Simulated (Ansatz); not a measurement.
TiF2Cl2 (TiCl2F2), 5 atoms. Hardware: 4 threads of Arm Neoverse V2 on a shared host.

The 6-31G sets use Cartesian d functions.

Question: How many basis functions does each of these Ansatz runs have, and roughly what does it cost? r2SCAN0-D4/def2-TZVP, charge 0 singlet, energy, from earlier orbitals; r2SCAN-D4/def2-TZVP, charge 0 triplet at the geometry of the charge 0 singlet, energy, from earlier orbitals; PBE-D4/def2-TZVP, charge 1 doublet, energy, from earlier orbitals; r2SCAN-D4/def2-TZVP, charge 0 singlet, energy, from earlier orbitals; PBE0-D4/def2-SVP, charge 1 doublet at the geometry of the charge 0 singlet, energy with a search over starts; BLYP-D4/def2-TZVP, charge 0 singlet, energy, from earlier orbitals; B3LYP-D4/def2-SVP, charge 0 singlet, relaxation, 5 steps; B3LYP-D4/6-31G, charge 0 singlet, energy; HF/STO-3G, charge 0 singlet, energy; PBE-D4/def2-TZVP, charge 0 singlet, energy and forces, from earlier orbitals; HF/def2-TZVP, charge 0 singlet, energy, from earlier orbitals; r2SCAN-D4/def2-TZVP, charge 1 doublet at the geometry of the charge 0 singlet, energy, from earlier orbitals.

Answer: Other jobs shared the machine, so times can vary by a factor of up to 3. A dash marks memory too small to be measured apart from the calling script's.

```csv
run,functions,fitting or Cholesky vectors,wall time,peak host memory (GiB)
"HF/STO-3G, charge 0 singlet, energy",46,583,0.2 s,–
"B3LYP-D4/6-31G, charge 0 singlet, energy",73,834,1.1 s,–
"HF/def2-TZVP, charge 0 singlet, energy, from earlier orbitals",181,1627,1.6 s,–
"BLYP-D4/def2-TZVP, charge 0 singlet, energy, from earlier orbitals",181,1237,1.7 s,–
"PBE-D4/def2-TZVP, charge 0 singlet, energy and forces, from earlier orbitals",181,1237,2 s,–
"PBE-D4/def2-TZVP, charge 1 doublet, energy, from earlier orbitals",181,1237,3.1 s,–
"r2SCAN-D4/def2-TZVP, charge 0 singlet, energy, from earlier orbitals",181,1237,3.7 s,–
"r2SCAN0-D4/def2-TZVP, charge 0 singlet, energy, from earlier orbitals",181,1314,4.3 s,–
"PBE0-D4/def2-SVP, charge 1 doublet at the geometry of the charge 0 singlet, energy with a search over starts",95,918,5.5 s,–
"B3LYP-D4/def2-SVP, charge 0 singlet, relaxation, 5 steps",95,1018,8.5 s,–
"r2SCAN-D4/def2-TZVP, charge 0 triplet at the geometry of the charge 0 singlet, energy, from earlier orbitals",181,1237,10 s,–
"r2SCAN-D4/def2-TZVP, charge 1 doublet at the geometry of the charge 0 singlet, energy, from earlier orbitals",181,1237,19 s,0.56
```
